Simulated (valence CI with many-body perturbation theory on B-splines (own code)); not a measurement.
## Nd36+: calculated level list

Calculated by valence CI with perturbative core correlation (CI+MBPT): six valence electrons over a frozen Dirac-Fock core [Ar], radial functions for each j: 7 s, 7 p, 8 d, 6 f, 4 g, 1 h, with the one-electron correlation potential Σ1, the two-electron term Σ2, the three-electron term Σ3, Breit, model QED; selected CI, second order for the rest, scaled by the run's own slope (own B-spline code, finite nucleus).

No measured spectrum was set against this ion. As an estimate, large intervals hold to a few tenths of a per cent, small ones and those within an open d or f shell to about a per cent. Core correlation moves these levels by up to 7300 cm⁻¹, and in measured spectra 5 to 20 % of such shifts remained as error; rates that hang on mixing are uncertain with them. Among the levels kept, up to 1000 cm⁻¹ of a level comes from second order outside the variational space, and about a tenth of that is noise between levels of different J, which matters for small intervals. Only levels of the ground parity were solved; by the run's estimate the other parity begins above the list, which can be wrong where configurations are misplaced.

Levels 1 to 34 of 34, with energies above the lowest level, (3d3/2^4 3d5/2^2) J=4. "Leading %" is the weight of the configuration and term that name the level; weights of strongly mixed levels are sums over their largest components and can fall short. In the jj column 3d3/2^4 stands for four electrons in 3d with j = 3/2. Lifetimes count E1, E2, E3, M1 and M2 decay at the calculated energies, and are blank where another channel may lead or the interval is too uncertain; long ones can be off by a factor of two.

| No. | Configuration | Term | J | E (cm⁻¹) | Leading % | g | Lifetime | Second component | Leading jj |
| --- | --- | --- | --- | --- | --- | --- | --- | --- | --- |
| 1 | 3d6 | 5D | 4 | 0 | 46 | 1.313 |  | 35 % 3d6 3F | 3d3/2^4 3d5/2^2 (90 %) |
| 2 | 3d6 | 3P | 2 | 43866 | 44 | 1.334 | 136 s | 22 % 3d6 5D | 3d3/2^4 3d5/2^2 (90 %) |
| 3 | 3d6 | 3P | 0 | 124540 | 42 |  | 2.17 s | 32 % 3d6 5D | 3d3/2^4 3d5/2^2 (72 %) |
| 4 | 3d6 | 5D | 3 | 157190 | 75 | 1.401 | 9.02 μs | 16 % 3d6 3F | 3d3/2^3 3d5/2^3 (91 %) |
| 5 | 3d6 | 5D | 4 | 182310 | 36 | 1.142 | 8.15 μs | 23 % 3d6 3H | 3d3/2^3 3d5/2^3 (88 %) |
| 6 | 3d6 | 5D | 1 | 184370 | 60 | 1.372 | 9.34 μs | 28 % 3d6 3P | 3d3/2^3 3d5/2^3 (92 %) |
| 7 | 3d6 | 3G | 5 | 227890 | 58 | 1.123 | 38.3 μs | 42 % 3d6 3H | 3d3/2^3 3d5/2^3 (100 %) |
| 8 | 3d6 | 3H | 6 | 228260 | 72 | 1.114 | 3.02 s | 28 % 3d6 1I | 3d3/2^3 3d5/2^3 (98 %) |
| 9 | 3d6 | 3F | 2 | 262990 | 51 | 0.931 | 10.7 μs | 27 % 3d6 1D | 3d3/2^3 3d5/2^3 (89 %) |
| 10 | 3d6 | 3G | 3 | 269180 | 30 | 1.040 | 11.8 μs | 30 % 3d6 3F | 3d3/2^3 3d5/2^3 (94 %) |
| 11 | 3d6 | 5D | 2 | 328660 | 35 | 1.197 | 7.79 μs | 29 % 3d6 3D | 3d3/2^3 3d5/2^3 (51 %) |
| 12 | 3d6 | 3G | 4 | 340830 | 42 | 1.028 | 63.9 μs | 32 % 3d6 1G | 3d3/2^3 3d5/2^3 (83 %) |
| 13 | 3d6 | 3P | 0 | 341340 | 85 |  | 24.0 μs | 9 % 3d6 1S | 3d3/2^3 3d5/2^3 (64 %) |
| 14 | 3d6 | 3D | 1 | 345280 | 49 | 1.005 | 12.3 μs | 43 % 3d6 3P | 3d3/2^3 3d5/2^3 (88 %) |
| 15 | 3d6 | 3P | 2 | 368740 | 41 | 1.365 | 4.41 μs | 28 % 3d6 5D | 3d3/2^2 3d5/2^4 (70 %) |
| 16 | 3d6 | 3F | 3 | 370480 | 51 | 1.076 | 16.4 μs | 37 % 3d6 1F | 3d3/2^3 3d5/2^3 (97 %) |
| 17 | 3d6 | 5D | 0 | 385050 | 51 |  | 2.94 μs | 47 % 3d6 1S | 3d3/2^2 3d5/2^4 (85 %) |
| 18 | 3d6 | 3F | 4 | 402230 | 41 | 1.088 | 3.62 μs | 39 % 3d6 3H | 3d3/2^2 3d5/2^4 (94 %) |
| 19 | 3d6 | 3H | 5 | 425110 | 58 | 1.097 | 7.10 μs | 42 % 3d6 3G | 3d3/2^2 3d5/2^4 (100 %) |
| 20 | 3d6 | 3D | 3 | 428480 | 32 | 1.198 | 4.10 μs | 23 % 3d6 1F | 3d3/2^2 3d5/2^4 (82 %) |
| 21 | 3d6 | 1I | 6 | 449320 | 72 | 1.039 | 10.4 μs | 28 % 3d6 3H | 3d3/2^2 3d5/2^4 (98 %) |
| 22 | 3d6 | 3G | 3 | 459780 | 50 | 0.935 | 6.15 μs | 38 % 3d6 3F | 3d3/2^2 3d5/2^4 (95 %) |
| 23 | 3d6 | 3P | 1 | 492580 | 60 | 1.104 | 5.30 μs | 39 % 3d6 3D | 3d3/2^2 3d5/2^4 (85 %) |
| 24 | 3d6 | 1G | 4 | 502230 | 58 | 1.054 | 7.06 μs | 24 % 3d6 3F | 3d3/2^2 3d5/2^4 (85 %) |
| 25 | 3d6 | 1D | 2 | 504430 | 36 | 1.050 | 5.52 μs | 32 % 3d6 3P | 3d3/2^2 3d5/2^4 (86 %) |
| 26 | 3d6 | 3F | 2 | 569470 | 76 | 0.814 | 3.69 μs | 11 % 3d6 3P | 3d3/2^2 3d5/2^4 (94 %) |
| 27 | 3d6 | 3F | 4 | 587550 | 65 | 1.159 | 4.77 μs | 22 % 3d6 1G | 3d3/2^2 3d5/2^4 (87 %) |
| 28 | 3d6 | 3P | 1 | 597070 | 69 | 1.495 | 1.49 μs | 31 % 3d6 5D | 3d3/2 3d5/2^5 (94 %) |
| 29 | 3d6 | 1G | 4 | 684470 | 54 | 1.020 | 2.25 μs | 18 % 3d6 3F | 3d3/2 3d5/2^5 (82 %) |
| 30 | 3d6 | 1D | 2 | 711380 | 65 | 1.107 | 4.49 μs | 27 % 3d6 3P | 3d3/2^2 3d5/2^4 (77 %) |
| 31 | 3d6 | 1D | 2 | 715700 | 47 | 1.150 | 2.48 μs | 24 % 3d6 3P | 3d3/2 3d5/2^5 (71 %) |
| 32 | 3d6 | 3F | 3 | 724400 | 43 | 1.061 | 2.64 μs | 28 % 3d6 1F | 3d3/2 3d5/2^5 (92 %) |
| 33 | 3d6 | 1S | 0 | 767080 | 55 |  | 2.46 μs | 38 % 3d6 3P | 3d3/2^2 3d5/2^4 (52 %) |
| 34 | 3d6 | 1S | 0 | 914210 | 62 |  | 1.18 μs | 34 % 3d6 3P | 3d5/2^6 (56 %) |

Where two levels of one J and parity lie close, their mixing, g and order are uncertain.

The ionisation energy to 3d5 4P_5/2 of the next ion comes out as 2524.8 eV (NIST: 2525 ± 5 eV (theoretical)). All 34 levels together are meant to be complete up to 950640 cm⁻¹.
